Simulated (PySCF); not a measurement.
# One molecule, several mistakes: BH5NOSi cation

All numbers below are calculated, not measured. They come from PySCF 2.14.0, an open-source quantum chemistry program, on an isolated molecule that a program drew, which may never have been made. The molecule is BH5NOSi cation (charge +1, singlet), drawn as the SMILES string `BO[SiH+]N`.

Each row is a Hartree-Fock (HF) and frozen-core CCSD(T) single point in the cc-pV(D+d)Z basis, meant for a local HF minimum. Run 1 is clean. Each other run has one planted mistake out of seven kinds, and not every kind appears here: one electron removed, one electron added, multiplicity raised by two, geometry at a saddle point, minimal basis STO-3G, one bond length entered in bohr, all coordinates scaled. The reference is restricted for singlets and unrestricted otherwise, and also for a bond in bohr. Adding or removing an electron swaps singlet and doublet. Electrons count all cores. HOMO and LUMO are orbital energies over both spins, the gradient is its largest component, and the lowest frequency (negative if imaginary) is given only where the gradient is small. Bond lengths are over the 8 bonds as drawn. T1 is the CCSD diagnostic: over 0.02 (restricted) or 0.045 (unrestricted) a single reference is doubtful.

Geometry of the clean run:
```xyz
9
BH5NOSi cation, angstrom
B    -2.0806   -1.5448   -0.3283
O    -1.0541   -0.6927    0.1089
Si    0.0933    0.2629    0.5242
N     0.4076    0.5621    2.0923
H    -1.7977   -2.6884   -0.4748
H    -3.1437   -1.0489   -0.5101
H     0.8988    0.8995   -0.4983
H    -0.1003    0.1643    2.8649
H     1.1471    1.1781    2.3876
```

```
run  electrons  basis functions  <S^2>  HOMO (eV)  LUMO (eV)  gradient (hartree/bohr)  lowest frequency (cm^-1)  mean bond (Å)  longest bond (Å)      T1  HF (hartree)  CCSD(T) (hartree)                 mistake
  1         38               90  0.000     -17.22      -3.07                  1.6e-05                        96         1.3022             1.627  0.0148    -445.69822         -446.25861                no fault
  2         38               90  0.000     -17.30      -2.97                  1.2e-02                         -         1.2826             1.603  0.0141    -445.69586         -446.25276  all coordinates scaled
  3         39               90  0.771      -4.56       2.82                  8.0e-02                         -         1.3022             1.627  0.0151    -445.83746         -446.40998      one electron added
  4         38               29  0.000     -15.09      -0.15                  3.5e-02                         -         1.3022             1.627  0.0235    -440.36088         -440.57679    minimal basis STO-3G
  5         38               90  0.675     -14.33      -3.26                  2.3e-02                         -         1.4342             2.243  0.0603    -445.56950         -446.13165                       ?
```

**Which mistake was planted in run 5, and what did it cost?**

The mean bond changes by a factor of 1.101 and the longest by 1.379, so the molecule wasn't scaled as a whole. A length L in bohr read as angstrom grows by (1/0.5292 - 1) L = 0.890 L. The 8 bonds together grew by 8 x 0.1320 = 1.056 Å, which gives L = 1.187 Å. That is the length of one of the B-H bonds, 1.187 Å in the clean geometry. So the mistake is: one bond length entered in bohr. Subtracting run 1 and multiplying by 627.51 kcal/mol a hartree, the energy moved by 80.8 kcal/mol in HF and 79.7 kcal/mol in CCSD(T).

Cautions from the logs. Run 4: T1 is over the limit, so its CCSD(T) energy is less reliable; run 5: T1 is over the limit, so its CCSD(T) energy is less reliable.
